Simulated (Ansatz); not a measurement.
Program: Ansatz 0.2.0.

A structure relaxed at PBE0-D4/def2-TZVP, charge 0, multiplicity 1:

Cartesian coordinates in Å:
```
C -1.986 -1.966 1.801
C -1.044 -1.621 0.935
C -1.075 -0.376 0.106
N 0.105 0.455 0.299
Si 0.152 1.574 1.601
C 1.057 0.557 -0.803
C 0.479 1.274 -2.019
C 1.639 -0.798 -1.180
H -1.921 -2.877 2.384
H -2.861 -1.342 1.958
H -0.166 -2.251 0.807
H -1.151 -0.647 -0.953
H -1.995 0.180 0.330
H -0.531 0.976 2.776
H 1.576 1.873 1.909
H -0.526 2.878 1.316
H 1.884 1.170 -0.425
H 1.241 1.399 -2.793
H -0.346 0.708 -2.462
H 0.102 2.261 -1.745
H 2.099 -1.275 -0.313
H 2.398 -0.686 -1.958
H 0.869 -1.468 -1.572
```

Problem. Give its formula and SMILES.

Solution. C6H15NSi, `C=CCN([SiH3])C(C)C`.

Problem. Point group (tolerance 0.08 Å, 0.16 Å for H)?

Solution. C1.

Problem. Summarise the bond lengths by kind.

Solution. 4 × C–C 1.325 to 1.525 Å; 12 × C–H 1.084 to 1.098 Å; 2 × C–N 1.456 to 1.459 Å; 1 × N–Si 1.718 Å; 3 × H–Si 1.485 to 1.497 Å.
